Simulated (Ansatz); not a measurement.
`Cl[SiH2]S[Si](Cl)(Cl)Cl` and `Cl[Si](Cl)(Cl)[SnH3]` differ in one atom or group.

Ansatz, PBE0-D4/def2-TZVP geometries, multiplicity 1. Each molecule was computed in one conformer, which needn't be the lowest.

Elements past krypton have def2 core potentials.

| property | `Cl[SiH2]S[Si](Cl)(Cl)Cl` |
| --- | --- |
| size of the dipole moment (ωB97M-V/def2-TZVPP) / D | 1.31 |
| size of the dipole moment (B3LYP/def2-TZVPP) / D | 1.32 |
| HOMO energy (PBE0/def2-TZVPP) / eV | -8.32 |
| HOMO–LUMO gap (ωB97M-V/def2-TZVPP) / eV | 11.71 |
| LUMO energy (PBE/def2-TZVPP) / eV | -1.70 |
| HOMO energy (PBE/def2-TZVPP) / eV | -7.07 |

Task: Give the same properties after the change, and the shifts. (An estimate is asked.)

Result: Computed: 
| property | `Cl[Si](Cl)(Cl)[SnH3]` | shift |
| --- | --- | --- |
| size of the dipole moment (ωB97M-V/def2-TZVPP) / D | 1.60 | 0.29 |
| size of the dipole moment (B3LYP/def2-TZVPP) / D | 1.56 | 0.24 |
| HOMO energy (PBE0/def2-TZVPP) / eV | -8.21 | 0.11 |
| HOMO–LUMO gap (ωB97M-V/def2-TZVPP) / eV | 11.05 | -0.66 |
| LUMO energy (PBE/def2-TZVPP) / eV | -1.66 | 0.04 |
| HOMO energy (PBE/def2-TZVPP) / eV | -7.09 | -0.02 |

Dipoles are sizes alone; their direction can turn.

B3LYP here is the variant with VWN-RPA as its local correlation; programs differ in this.
